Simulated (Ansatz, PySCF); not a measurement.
This Ansatz (an electronic-structure program) input computes a SVWN5/def2-TZVPD energy:

Ansatz 0.2 input:
```yaml
crystal:
  periodic: [false, false, false]
  atoms:
    - {symbol: B, position_ang: [-0.36869591, -0.07913788, 0.04959820]}
    - {symbol: Cl, position_ang: [0.16976519, 1.59931796, 0.03846288]}
    - {symbol: Cl, position_ang: [0.78595077, -1.39475376, -0.15830628]}
    - {symbol: N, position_ang: [-1.73375421, -0.36455856, 0.11790528]}
    - {symbol: H, position_ang: [-2.26741242, -0.52999206, 0.96400982]}
basis:
  gaussian:
    orbitals: def2-TZVPD
hamiltonian:
  xc: {name: SVWN5}
magnetization: {spin_polarized: true, initial_magnetization: 1}
output: {forces: true}
```

### Question
Write an input for the same energy in PySCF and say what it gives.

### Answer

```python
from pyscf import gto, scf, dft

mol = gto.M(
    atom='''
    B    -0.36869591   -0.07913788    0.04959820
    Cl    0.16976519    1.59931796    0.03846288
    Cl    0.78595077   -1.39475376   -0.15830628
    N    -1.73375421   -0.36455856    0.11790528
    H    -2.26741242   -0.52999206    0.96400982
    ''',
    basis='def2-tzvpd',
    charge=0,
    spin=1,
    verbose=4,
)

mf = dft.UKS(mol, xc='svwn').density_fit(auxbasis='def2-universal-jkfit')
mf.grids.level = 3
mf.conv_tol = 1e-9
mf.max_cycle = 100
mf.max_memory = 1500
mf.kernel()
if not mf.converged:
    mf = mf.newton()
    mf.kernel(mf.make_rdm1())
for _ in range(2):
    mo, _, stable, _ = mf.stability(return_status=True)
    if stable:
        break
    mf.kernel(mf.make_rdm1(mo, mf.mo_occ))
mf.analyze()
```
It gives -997.02303 Eh, and Ansatz -997.02299 Eh, a difference of 0.04 mEh, from the treatment of integrals and grids.

It need not be the lowest isomer of its formula.
